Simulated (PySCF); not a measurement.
How methods differ on the excitation energy of Se²⁺

Se²⁺ [Ar] 3d10 4s2 4p2 (3P) → Se²⁺ [Ar] 3d10 4s2 4p1 5s1 (3P), as a difference of total energies. Computed with PySCF 2.14 in aug-cc-pVDZ-DK, with the spin-free X2C one-electron Hamiltonian (Gaussian nucleus). Correlated levels: valence: [Ar] 3d10 frozen. The calculations carry no spin-orbit coupling.

```
           method  excitation energy (eV)
              UHF                  15.454
    MP2 (valence)                  15.421
SCS-MP2 (valence)                  15.419
   CCSD (valence)                  15.414
CCSD(T) (valence)                  15.404
```

How much does correlation contribute at CCSD(T) (valence)?

15.404 − (15.454) = -0.050 eV, measured against UHF.

A first-order spin-orbit estimate (lowest level to lowest level, LS coupling) adds -0.026 eV.

The promoted electron is Rydberg-like, and one or two diffuse shells describe it only roughly, which tends to raise the upper state.

The coupled-cluster amplitudes are large for the upper state (T1 above 0.03 or a double amplitude above 0.15), so a single reference is strained.
